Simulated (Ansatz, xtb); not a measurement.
## Ranking isomers of C3H9BGeO2

4 gas-phase structures of C3H9BGeO2, from a drawn sample of its isomers (lower ones may exist). Each was relaxed with GFN2-xTB; where two conformers were screened, the lower at r2SCAN-D4/def2-SVP is listed:

A. `[GeH3][O][C@@H]1CBOC1`, a singlet
B. `CC[C@@H]1OB[O][GeH2]1`, a singlet
C. `[GeH3][CH2][C@@H]1COBO1`, a singlet
D. `C[CH2][Ge@@H]1[CH2]OB[O]1`, a singlet

**Question.** Estimate their order in r2SCAN-D4/def2-SVP energy at these geometries, lowest first.

**Answer.** Calculated order at r2SCAN-D4/def2-SVP: D (0.000), B (0.102), C (0.988), A (2.027) eV.

Energies above the lowest of each column, in eV; the last columns are at B3LYP-D3(BJ)/def2-SVP geometries and were run for some of them only (a dash: not run or not comparable):

```
structure  GFN2-xTB  HF/STO-3G  r2SCAN-D4/def2-SVP  B3LYP-D3(BJ)/def2-SVP  CCSD(T)/def2-SVP + ΔMP2/def2-TZVPP
        D     0.296      0.000               0.000                  0.000                               0.000
        B     0.000      0.190               0.102                  0.097                               0.187
        C     0.570      0.509               0.988                  0.919                               1.118
        A     1.280      1.905               2.027                      –                                   –
```

CCSD(T)/def2-SVP + ΔMP2/def2-TZVPP puts D lowest of those it was run on; GFN2-xTB picks B. Flexible structures stand in one conformer each, not always the lowest. Frequencies (GFN2-xTB) were run for B, C, D alone. The ΔMP2 step shifts differences by up to 0.253 eV, which makes them less sure. ΔMP2 is the change of the MP2 energy from the smaller to the larger basis.

Over these structures GFN2-xTB departs from r2SCAN-D4/def2-SVP by 0.340 eV on average once a common shift is removed. A GFN2-xTB relaxation took about 0.15 s and the r2SCAN-D4/def2-SVP energy about 2.5 s on a shared host (Ansatz 0.2.0, xtb 6.7.1).
